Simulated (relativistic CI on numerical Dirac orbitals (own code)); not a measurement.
Calculated at this level of theory: Dirac-Coulomb-Breit CI, separate exchange-only KLI orbitals for each configuration, model QED, unscaled Slater integrals (own radial code, finite nucleus).

CI space (outside the closed core [Kr] 4d10): 4f¹⁴5s²5p², 4f¹⁴5s5p³, 4f¹⁴5s²5p5d, 4f¹⁴5s5p²5d, 4f¹³5s²5p³, 4f¹⁴5s²5p5f, 4f¹⁴5s5p²5f, 4f¹⁴5s²5p5g, 4f¹⁴5s²5p6s, 4f¹⁴5p³5d, 4f¹⁴5s5p5d², 4f¹³5s²5p²5d, 4f¹⁴5s5p²5g, 4f¹⁴5s²5p6p, 4f¹⁴5s²5d5f, 4f¹⁴5p³6s, 4f¹⁴5s5p²6s, 4f¹⁴5s²5p6d, 4f¹⁴5s5p5d6s, 4f¹⁴5p⁴, 4f¹³5p⁵, 4f¹⁴5s²5d², 4f¹⁴5s5d³, 4f¹⁴5s5d²5f, 4f¹⁴5p²5d², 4f¹⁴5p5d³, 4f¹³5p³5d², 4f¹⁴5p5d²5f, 4f¹⁴5s²5f², 4f¹⁴5s5d5f², 4f¹⁴5s5f³, 4f¹⁴5s²5d6s, 4f¹⁴5s5d²6s, 4f¹⁴5s5d5f6s, 4f¹⁴5p²5f², 4f¹⁴5p5d5f², 4f¹³5p³5f², 4f¹⁴5p5f³, 4f¹⁴5s²5g², 4f¹⁴5s5d5g², 4f¹⁴5s5f5g², 4f¹⁴5p³5f, 4f¹³5p⁴5f, 4f¹⁴5s²6s², 4f¹⁴5s5d6s², 4f¹⁴5s5f6s². Double excitations out of closed p, d and f shells are left out; levels of such configurations are missing from the list, as are those of other unlisted configurations, and high levels can miss mixing partners. These lack a partner that the ground configuration has and come out too high: 4f¹³5s²5p²5d, 4f¹⁴5s5p²5g, 4f¹⁴5s²5p5g, 4f¹⁴5s²5p6s, 4f¹⁴5s²5p6p.

At this charge energies of transitions that change n are usually good to better than 1 %, and those within a shell (Δn = 0) to a few per cent.

Outline of the computed level scheme of Bi XX. Lowest level of each configuration: 4f¹⁴5s²5p² ³P0 at 0.000 eV; 4f¹⁴5s5p³ ³P°2 at 76.539 eV; 4f¹⁴5s²5p5d ³F°2 at 104.662 eV; 4f¹³5s²5p³ ³G5 at 109.768 eV.

Some strong electric-dipole decays among the lowest 45 levels: 4f¹⁴5s²5p5d ³D°3 → 4f¹⁴5s²5p² ¹D2 (4.4e+11 s⁻¹); 4f¹⁴5s²5p5d ³D°1 → 4f¹⁴5s²5p² ³P0 (4.3e+11 s⁻¹); 4f¹⁴5s²5p5d ³P°0 → 4f¹⁴5s²5p² ³P1 (4.2e+11 s⁻¹); 4f¹⁴5s²5p5d ³P°1 → 4f¹⁴5s²5p² ³P1 (3.7e+11 s⁻¹); 4f¹⁴5s²5p5d ³D°2 → 4f¹⁴5s²5p² ¹D2 (2.8e+11 s⁻¹); 4f¹⁴5s²5p5d ³D°2 → 4f¹⁴5s²5p² ³P1 (2.2e+11 s⁻¹); 4f¹⁴5s5p³ ¹D°2 → 4f¹⁴5s²5p² ¹D2 (2.1e+11 s⁻¹); 4f¹⁴5s5p³ ³S°1 → 4f¹⁴5s²5p² ¹D2 (1.6e+11 s⁻¹).

LS names give the leading component of a level, which can be under half, so a name can repeat, a term be missing and a line seem to break the LS rules.
